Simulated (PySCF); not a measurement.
## Radial density of Cr²⁺ (chromium, charge +2)

UHF, [Ar] 3d4, high-spin 5D determinant. Computed with PySCF 2.14 in x2c-TZVPall, with scalar relativity by spin-free X2C-1e.

```json
{"r (bohr)": "0.00114", "4πr²ρ (e/bohr)": "0.1982", "4πr²(ρα − ρβ)": "0.0000"}
{"r (bohr)": "0.00192", "4πr²ρ (e/bohr)": "0.5053", "4πr²(ρα − ρβ)": "0.0000"}
{"r (bohr)": "0.00323", "4πr²ρ (e/bohr)": "1.272", "4πr²(ρα − ρβ)": "0.0000"}
{"r (bohr)": "0.00543", "4πr²ρ (e/bohr)": "3.083", "4πr²(ρα − ρβ)": "-0.0001"}
{"r (bohr)": "0.00914", "4πr²ρ (e/bohr)": "6.988", "4πr²(ρα − ρβ)": "-0.0002"}
{"r (bohr)": "0.0154", "4πr²ρ (e/bohr)": "14.12", "4πr²(ρα − ρβ)": "-0.0004"}
{"r (bohr)": "0.0259", "4πr²ρ (e/bohr)": "23.56", "4πr²(ρα − ρβ)": "-0.0006"}
{"r (bohr)": "0.0435", "4πr²ρ (e/bohr)": "28.80", "4πr²(ρα − ρβ)": "0.0000"}
{"r (bohr)": "0.0731", "4πr²ρ (e/bohr)": "24.10", "4πr²(ρα − ρβ)": "0.0032"}
{"r (bohr)": "0.123", "4πr²ρ (e/bohr)": "23.60", "4πr²(ρα − ρβ)": "0.0270"}
{"r (bohr)": "0.207", "4πr²ρ (e/bohr)": "31.50", "4πr²(ρα − ρβ)": "0.1971"}
{"r (bohr)": "0.348", "4πr²ρ (e/bohr)": "17.34", "4πr²(ρα − ρβ)": "1.0078"}
{"r (bohr)": "0.585", "4πr²ρ (e/bohr)": "11.19", "4πr²(ρα − ρβ)": "2.6647"}
{"r (bohr)": "0.985", "4πr²ρ (e/bohr)": "11.46", "4πr²(ρα − ρβ)": "3.0525"}
{"r (bohr)": "1.66", "4πr²ρ (e/bohr)": "2.702", "4πr²(ρα − ρβ)": "1.3257"}
{"r (bohr)": "2.79", "4πr²ρ (e/bohr)": "0.1849", "4πr²(ρα − ρβ)": "0.1605"}
{"r (bohr)": "4.69", "4πr²ρ (e/bohr)": "0.004108", "4πr²(ρα − ρβ)": "0.0041"}
{"r (bohr)": "7.88", "4πr²ρ (e/bohr)": "2.662e-05", "4πr²(ρα − ρβ)": "0.0000"}
```

Densities and radii are taken from the X2C orbitals without a picture-change correction, which distorts them close to the nucleus.
